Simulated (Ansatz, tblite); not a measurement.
Removing and adding an electron: `Cc1csc(-c2sc(-c3sccc3C)cc2C)c1`. Charge 0, multiplicity 1. Geometry: PBE-D4/def2-SVP. Ansatz, gas phase; energy differences of separate SCF runs; the oxidised species was run as a doublet alone; the reduced species was run as a doublet alone.

The xTB rows come from tblite. Single mean-field runs in def2-TZVP are fitted with def2-universal-jkfit.

| level | −HOMO (eV) | vertical IE (eV) | −LUMO (eV) | vertical EA (eV) | HOMO–LUMO gap (eV) | IE − EA (eV) | remarks |
| --- | --- | --- | --- | --- | --- | --- | --- |
| GFN1-xTB | 10.24 | 12.25 | 8.20 | 6.18 | 2.04 | 6.07 | – |
| GFN2-xTB | 9.56 | 11.52 | 7.58 | 5.66 | 1.99 | 5.86 | – |
| PBE-D4/def2-TZVP | 4.53 | 6.43 | 2.34 | 0.57 | 2.18 | 5.86 | HOMO above zero (-1 doublet) |
| PBE0-D4/def2-TZVP | 5.30 | 6.57 | 1.72 | 0.54 | 3.59 | 6.03 | HOMO above zero (-1 doublet) |

   A HOMO above zero means that the electron is unbound at that level or that self-interaction error raises the level; the energy of removing that electron tells which. Raw xTB energy differences between charge states are shifted by several eV; the methods need an empirical correction for them. Sets without diffuse functions give affinities that are too small.
